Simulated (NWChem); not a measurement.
SnNH₃OCl₂; SMILES [NH2][Sn]([OH])([Cl])[Cl]

```xyz
8

N      1.5636    -0.0113     1.5308
Sn     0.2596     0.0044     0.0039
O      1.3298     0.1117    -1.6388
Cl    -1.1723     1.8449     0.0806
Cl    -1.1339    -1.8781    -0.0132
H      2.5030    -0.2239     1.1954
H      1.3162    -0.6883     2.2507
H      0.8248     0.4446    -2.3911
```
Atoms are numbered in this order, from 1.

All runs: NWChem. Medium grid unless said otherwise, to which SCAN and Minnesota functionals are sensitive. Structure relaxed at the PBE0/def2-SVP level. Not confirmed as a minimum by frequencies. def2 effective core potentials on Sn; no spin-orbit coupling. Total energies of different functionals are on different scales.

```tsv
level	energy (Ha)	highest occupied level (eV)	orbital gap (eV)	dipole (D)
B3LYP/def2-SVP	-1266.2865	-7.85	5.60	1.53
PBE/def2-SVP	-1265.6657	-6.63	3.74	1.63
M06-L/def2-SVP	-1266.3516	-7.04	4.35	1.78
OLYP/def2-SVP	-1266.4094	-6.52	3.79	1.63
BP86/def2-SVP	-1266.3976	-6.74	3.72	1.64
CAM-B3LYP/def2-SVP	-1266.1468	-9.55	8.63	1.53
LRC-wPBEh/def2-SVP	-1265.7898	-10.09	9.74	1.63
M06-2X/def2-SVP	-1266.0549	(withheld)	(withheld)	1.57
PW91/def2-SVP	-1266.2054	-6.68	3.71	1.61
```

Some entries are withheld; supply them.


- M06-2X/def2-SVP, highest occupied level (eV): -9.62
- M06-2X/def2-SVP, orbital gap (eV): 8.83
